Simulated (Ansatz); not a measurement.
Harmonic frequencies (cm⁻¹) at PBE0-D4/def2-TZVP from Ansatz: 525, 812, 2019.

(1) Which molecule is it?
A. `[SiH]Br`
B. `S[Si]Cl`
C. `[SiH]Cl`
D. `S[Si]Br`

Results:

(1) C.
